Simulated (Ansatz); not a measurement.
Geometry optimisation, RKS BLYP/def2-SVP in Ansatz.

The input (input.yaml):

```yaml
crystal:
  periodic: [false, false, false]
  atoms:
    - { symbol: Al, position_ang: [-0.040264, -0.220896, 0.095637] }
    - { symbol: O, position_ang: [-0.007706, -0.337303, 1.840398] }
    - { symbol: H, position_ang: [-0.851296, -0.393821, 2.323547] }
    - { symbol: F, position_ang: [1.40316, -0.25922, -0.731088] }
    - { symbol: F, position_ang: [-1.459889, -0.171643, -0.778269] }
    - { symbol: H, position_ang: [0.107041, 2.405193, 0.921052] }
    - { symbol: H, position_ang: [0.087455, 1.824989, 1.354623] }
basis:
  gaussian: { orbitals: def2-SVP }
hamiltonian:
  xc: blyp
relax:
  f_tol: 0.03
  max_steps: 50
output:
  orbitals: {}
```

Command:

```bash
$ ansatz run input.yaml --threads 1 --pin off --max-ram 2048MiB --backend cpu --events-out ev --progress --plain --runs-dir out
```

Where does it end, and by what steps?

It converged. After 12 steps the energy has fallen by 0.130 eV; H6 moved furthest, 0.49 Å.

```
step  energy less start (eV)  largest force component (eV/Å)  accepted
   0                  0.0000                           1.453       yes
   1                 -0.0760                           0.816       yes
   2                 -0.0818                           0.841       yes
   3                 -0.1101                           0.629       yes
   4                 -0.1176                           0.594       yes
   5                 -0.1232                           0.426       yes
   6                 -0.1274                           0.146       yes
   7                 -0.1283                           0.138       yes
   8                 -0.1285                           0.108       yes
   9                 -0.1291                           0.080       yes
  10                 -0.1301                           0.054       yes
  11                 -0.1301                           0.044       yes
  12                 -0.1304                           0.030       yes
```

```xyz
7
Properties=species:S:1:pos:R:3
Al -0.058 -0.076 0.249
O -0.059 -0.510 1.900
H -0.873 -0.728 2.382
F 1.390 -0.020 -0.575
F -1.467 0.057 -0.642
H 0.232 2.191 0.501
H 0.073 1.932 1.211
```

Time of the run: 25 s on 1 thread of Arm Neoverse V2, on a shared host, peak memory 0.13 GiB.
